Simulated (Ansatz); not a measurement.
# Four-centre ligand exchange

Start structure (CH$_{7}$AlSe, closed shell), relaxed at PBE0-D4/def2-TZVP:

```xyz
10
angstrom
Al -1.0699 -0.1011 -0.3051
C 0.0702 -1.0464 0.9897
H -1.3706 -0.7803 -1.7224
H -2.0963 1.0076 0.2215
H 1.2074 2.1712 -0.0672
Se 0.6261 1.7043 -1.3334
H -0.5035 -1.8324 1.4939
H 0.9252 -1.5370 0.5143
H 0.4522 -0.3841 1.7726
H 1.7594 0.7981 -1.5641
```

The step: CH₅Al ([CH3][AlH2]) + H₂Se → AlH₃Se ([AlH2][SeH]) + CH₄; bonds formed: C2–H5; dative contacts that become bonds: Al1–Se6; bonds broken: Al1–C2, H5–Se6. Program: Ansatz 0.2.0. Basis: def2-TZVPP and def2-QZVPP. Cores are frozen in the correlated methods. Filled d shells of the heavier atoms are correlated. The def2 sets are not built for correlating such inner shells, so the correlated values are less sure here. Extrapolation: Hartree–Fock as exp(−7.88 √X), correlation as X^−2.97. Energies below are by CCSD(T) at an estimated basis limit (MP2 extrapolated from triple and quadruple zeta, plus CCSD(T) − MP2 in triple zeta).

Q: What are the electronic barrier and the energy of the step, from the start structure to the end structure? (Judge from chemistry; the value comes from the calculation.)

A: Computed: Barrier 68.0 kJ/mol; step energy -95.1 kJ/mol (downhill); reverse barrier, their difference, 163.1 kJ/mol. Barrier and step energy count from the start structure, the reverse barrier from the end structure.

The saddle point: One imaginary mode of 883i cm⁻¹.
```csv
pair,start (Å),saddle (Å),end (Å)
Al1–Se6,2.68,2.58,2.32
C2–H5,3.57,1.61,1.10
Al1–C2,1.97,2.07,3.00
H5–Se6,1.47,1.69,3.23
```

Zero-point energy (harmonic, PBE0-D4): ZPE is 170.5 kJ/mol at the start and 166.4 kJ/mol at the saddle, so the barrier goes from 68.0 to 63.9 kJ/mol.

First-order rate constant out of the start structure at 498 K by transition-state theory, with harmonic vibrational free energies alone and no tunnelling: ΔA‡ = 73.6 kJ/mol, so k = (kB T/h) exp(−ΔA‡/kB T) ≈ 10^5 s⁻¹ (an order of magnitude at best: rotation, the number of equivalent paths and anharmonicity are left out).

No T1 diagnostic of these runs exceeds 0.010.

Exchanges of this kind with a chalcogen hydride build sulfide and selenide films.

Labels in which every atom is bracketed show which atoms are joined, not bond orders.

For scale, one of the runs: CCSD(T)/def2-TZVPP, 219 basis functions, launched by `ansatz run in.yaml --threads 4 --pin off --events-out ev --progress --plain --max-ram 9574MiB`. Time: 78 s of wall clock on 4 CPU threads of an Arm Neoverse V1; the host was shared. Peak host memory: 3.2 GiB.
